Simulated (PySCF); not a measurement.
Match the calculated data to a structure.

All candidates are C6H9P.

| technique | computed result |
| --- | --- |
| 1H NMR | chemical shifts (computed TMS as zero) by class: 6.81 (1 H), 6.23 (1 H), 6.15 (1 H), 2.36 (2 H), 1.61 (1 H), 1.33 (3 H) ppm [GIAO PBE0/pcSseg-1] |
| Rotational structure | rotational constants A, B, C: 2.657, 1.754, 1.399 GHz [GFN2-xTB] |
| 13C NMR | chemical shifts (computed TMS as zero) by class: 152.0 (1 C), 138.3 (1 C), 83.5 (1 C), 77.4 (1 C), 23.2 (1 C), 12.5 (1 C) ppm [GIAO PBE0/pcSseg-1] |
| Polarisability | 96.4 au [PBE0/def2-SVPD] |
| UV, first state | lowest singlet excitation: 5.14 eV (241 nm, f = 0.025) [TDDFT PBE0/def2-SVPD] |
| Triplet | lowest triplet excitation (Tamm–Dancoff): 4.22 eV [TDA PBE0/def2-SVPD] |
| NMR, other nuclei | isotropic shieldings of nuclei other than C and H, by class: 385 (1 P) ppm [GIAO PBE0/pcSseg-1] |
| UV, strongest line | among the 8 lowest singlet transitions: S5 at 6.43 eV (193 nm, f = 0.079) [TDDFT PBE0/def2-SVPD] |
| Dipole | 0.59 D [PBE0/def2-SVPD] |

Gas-phase values; electronic properties from PySCF, density fitting. Levels stand in brackets. One conformer (not necessarily the lowest) at the GFN2-xTB geometry, without solvent, vibrations or thermal averaging. NMR values are class means; diastereotopic atoms form classes of their own.

Question: Which candidate is it?
A. `C=CC1=CCPC1`
B. `CC#CPC1CC1`
C. `CC1C=CPC=C1`
D. `C#CCP(C)C=C`

Answer: D. It is `C#CCP(C)C=C`. Numbering: `[CH:1]#[C:2][CH2:3][P:4]([CH3:5])[CH:6]=[CH2:7]`. 6 carbons fall into 6 classes; from least to most shielded: alkene CH carbon [C6] (152.0 ppm), terminal =CH2 carbon [C7] (138.3 ppm), alkyne carbon [C2] (83.5 ppm), terminal alkyne carbon [C1] (77.4 ppm), sp3 carbon bound to phosphorus [C3] (23.2 ppm), sp3 carbon bound to phosphorus [C5] (12.5 ppm). Hydrogen classes from least to most shielded: 1 H on an alkene CH carbon, C6 (6.81 ppm), 1 H on a terminal =CH2 carbon, C7 (6.23 ppm), 1 H on a terminal =CH2 carbon, C7 (6.15 ppm), 2 H on an sp3 carbon bound to phosphorus, C3 (2.36 ppm), 1 H on a terminal alkyne carbon, C1 (1.61 ppm), 3 H on an sp3 carbon bound to phosphorus, C5 (1.33 ppm, a mean of values up to 1.4 ppm apart in this geometry). The other shieldings belong to: 385 ppm, phosphine phosphorus [P4]. S1 is mainly HOMO→LUMO (weight 0.96); the largest Löwdin shares of the orbital it empties are 0.53 on the phosphine phosphorus, 0.09 on the alkene CH carbon and 0.07 on each of 2 atoms of one kind (sp3 carbon bound to phosphorus), of the orbital it fills 0.34 on the terminal =CH2 carbon, 0.29 on the alkene CH carbon, 0.09 on the phosphine phosphorus and 0.06 on an sp3 carbon bound to phosphorus. The optimised geometry has point group C1 and is an asymmetric top.

The others, at the same levels:
- `CC#CPC1CC1` fails: it has 5 carbon classes against 6; its computed 13C shifts are 108.8 (1 C), 80.1 (1 C), 9.4 (1 C), 6.2 (1 C), 6.0 (2 C) ppm, 1H shifts are 4.87 (1 H), 2.12 (3 H), 1.40 (1 H), 0.74 (2 H), 0.31 (2 H) ppm and rotational constant A is 5.217 GHz (against 2.657 GHz).
- `C=CC1=CCPC1` fails: its computed 13C shifts are 152.8 (1 C), 142.0 (1 C), 141.9 (1 C), 121.0 (1 C), 32.8 (1 C), 29.2 (1 C) ppm, 1H shifts are 6.99 (1 H), 6.24 (1 H), 5.44 (1 H), 5.42 (1 H), 3.37 (1 H), 2.69 (2 H), 2.54 (2 H) ppm and rotational constant A is 4.977 GHz (against 2.657 GHz).
- `CC1C=CPC=C1` fails: it has 4 carbon classes against 6; its computed 13C shifts are 144.0 (2 C), 131.4 (2 C), 37.8 (1 C), 18.6 (1 C) ppm, 1H shifts are 6.78 (2 H), 6.53 (2 H), 4.55 (1 H), 3.20 (1 H), 0.90 (3 H) ppm and rotational constant A is 3.440 GHz (against 2.657 GHz).

Each candidate is one conformer, not necessarily the lowest. Dipoles, sizes and rotational constants follow the conformer. The torsions of the flexible species, by atom-mapped SMILES:
- `[CH:1]#[C:2][CH2:3][P:4]([CH3:5])[CH:6]=[CH2:7]`: C2–C3–P4–C5 -52°, C3–P4–C6–C7 106°
- `[CH3:1][C:2]#[C:3][PH:4][CH:5]1[CH2:6][CH2:7]1`: C3–P4–C5–C6 97°

The conformers of `C=CC1=CCPC1` aren't listed.
